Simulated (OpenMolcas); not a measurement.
neutral carbon: from CASSCF to CASPT2

```json
{"Program": "OpenMolcas", "Basis": "ANO-RCC-VTZP [4s3p2d1f]", "Scalar Hamiltonian": "DKH2, point nucleus", "Active space": "4 electrons in 4 orbitals (2s 2p)", "State averaging": "2S+1 = 3 even, 6 roots (3 in the spin-orbit step); 2S+1 = 1 even, 6 roots kept (CI in the orbitals of an earlier block); 2S+1 = 5 odd, 1 root; 2S+1 = 3 odd, 8 roots kept (CI in the orbitals of an earlier block)", "Spin-orbit coupling": "state interaction with AMFI integrals over the reference wave functions, term energies averaged over their components"}
```

Methods on the same reference wave functions:
A. CASSCF
B. SS-CASPT2, IPEA 0.25 Eh, imaginary shift 0.1 Eh (closed shells correlated: 1s)

Energies in eV above 2s2 2p2 3P0, the measured ground level; measured values from NIST Handbook of Basic Atomic Spectroscopic Data.

```csv
Level,A,B,Measured
2s2 2p2 3P0,0.0000,0.0000,0.0000
2s2 2p2 3P1,0.0019,0.0019,0.0020
2s2 2p2 3P2,0.0056,0.0056,0.0054
2s2 2p2 1D2,1.5661,1.243,1.2637
2s2 2p2 1S0,2.6367,2.550,2.6840
2s 2p3 5S* 2,2.8980,3.796,4.1826
2s 2p3 3D* 2,8.5895,7.745,7.9463
2s 2p3 3D* 1,8.5895,7.745,7.9461
2s 2p3 3D* 3,8.5895,7.745,7.9458
2s 2p3 3P* 0,10.2322,9.426,9.3306
2s 2p3 3P* 1,10.2322,9.426,9.3303
2s 2p3 3P* 2,10.2322,9.426,9.3305
```

Deviations, from unrounded energies. A percentage is the sum of absolute deviations over the sum of measured energies, with the sign that they share, or ± where signs differ.

```csv
Against measurement,Levels,A,B
mean absolute deviation (cm-1),11,4600,1000
fine structure of the ground term (%),2,±4.9,±4.9
other terms of the ground configuration (%),2,±8.9,-3.9
other configurations (%),7,±10.6,±2.3
```

B lies closest to measurement on these levels. The largest miss of B in the table is 2s 2p3 5S* 2, by -3100 cm-1. The ranking rests on the paired levels alone, and a cruder setting can come out closer through cancelling errors.

From A to B the spin-free energies of the other terms of 2s2 2p2 shown, above 3P, scale by factors of 0.79 to 0.97.

The lowest spin-free term lies below A's lowest term by 0.071 hartree in B.

CASPT2 breaks the degeneracy within a term, and the mean is taken; among the terms shown or strongly mixed into the levels shown the widest spread is 320 cm-1 (2s 2p3 3D*, B). Over all roots computed the reference weight is 0.93 to 0.99 in B; the roots of lowest weight are the least certain, and an intruder state may touch them. Terms from blocks run as CI alone lack orbitals of their own. Without dynamic correlation excited terms often stand tens of per cent too high (terms of higher spin than the ground term too low), and those without a measured partner can miss by more than the paired ones (holds for A). Measured partners are found by configuration, term and J. A level has none where our copy of the source lacks it or the pairing is in doubt (some pairs that miss far off the trend of their configuration count as doubtful), and it then counts in no deviation. Only configurations of the active space appear.

* marks odd parity.
